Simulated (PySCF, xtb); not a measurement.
Al(Me)3 (C3H9Al), SMILES [CH3][Al]([CH3])[CH3].

Harmonic wavenumbers (cm⁻¹) from GFN2-xTB (xtb) at its own minimum, in rising order: 40, 46, 65, 123, 123, 177, 473, 474, 474, 501, 555, 556, 652, 694, 694, 1303, 1303, 1311, 1455, 1455, 1455, 1463, 1463, 1465, 2919, 2920, 2921, 2923, 2924, 2926, 2933, 2938, 2938.

**Question.** What does B3LYP-D3(BJ)/def2-SVP (PySCF 2.14.0) give at its own minimum? (The exact figures need the calculation; the answer reports its results.)

**Answer.** 24, 28, 49, 165, 166, 180, 513, 542, 542, 583, 640, 640, 712, 755, 756, 1214, 1215, 1215, 1425, 1425, 1427, 1430, 1430, 1431, 3004, 3004, 3006, 3076, 3076, 3076, 3106, 3106, 3107. Paired by order, the mean absolute difference is 74 cm⁻¹ and the zero-point energies are 63.8 and 65.9 kcal/mol.
